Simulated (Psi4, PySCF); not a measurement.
Input for PySCF:
```python
from pyscf import gto, scf, dft

mol = gto.Mole()
mol.atom = '''
    Li    0.952825    1.839100    1.901016
    O     0.432552    0.834893    0.863001
    C    -0.035026   -0.067605   -0.069881
    C     1.009963   -1.173501   -0.300873
    C    -1.341387   -0.709986    0.429250
    C    -0.307909    0.649476   -1.403933
    H     0.658894   -1.895049   -1.033882
    H     1.208243   -1.683966    0.639096
    H     1.936718   -0.725713   -0.653071
    H    -1.155500   -1.218008    1.373067
    H    -1.725533   -1.425014   -0.293488
    H    -2.084437    0.066966    0.595546
    H     0.611900    1.106872   -1.761945
    H    -1.045512    1.433593   -1.247299
    H    -0.677517   -0.046428   -2.152459
'''
mol.basis = 'cc-pvdz'
mol.charge = 0
mol.spin = 0
mol.verbose = 3
mol.build()

mf = dft.RKS(mol)
mf.xc = 'b3lyp5'
mf.grids.atom_grid = (99, 590)
mf.grids.prune = None
mf.kernel()
```

Problem. Write the same job for Psi4.

Solution. Several could match; the one computed here: 
```
memory 2 GB

molecule {
0 1
  Li    0.95282533    1.83910014    1.90101642
  O     0.43255239    0.83489297    0.86300098
  C    -0.03502592   -0.06760544   -0.06988148
  C     1.00996337   -1.17350099   -0.30087268
  C    -1.34138713   -0.70998579    0.42925014
  C    -0.30790875    0.64947623   -1.40393297
  H     0.65889409   -1.89504914   -1.03388174
  H     1.20824296   -1.68396616    0.63909625
  H     1.93671757   -0.72571334   -0.65307142
  H    -1.15549998   -1.21800808    1.37306708
  H    -1.72553327   -1.42501360   -0.29348815
  H    -2.08443706    0.06696570    0.59554582
  H     0.61189980    1.10687161   -1.76194522
  H    -1.04551189    1.43359257   -1.24729881
  H    -0.67751677   -0.04642778   -2.15245897
}

set basis cc-pvdz
set scf_type pk
set puream true
set d_convergence 1e-8
set dft_radial_points 99
set dft_spherical_points 590

energy('b3lyp5')
print_variables()
```

Both were run: PySCF gave -240.481671 Eh and Psi4 -240.481886 Eh, 0.215 mEh apart.
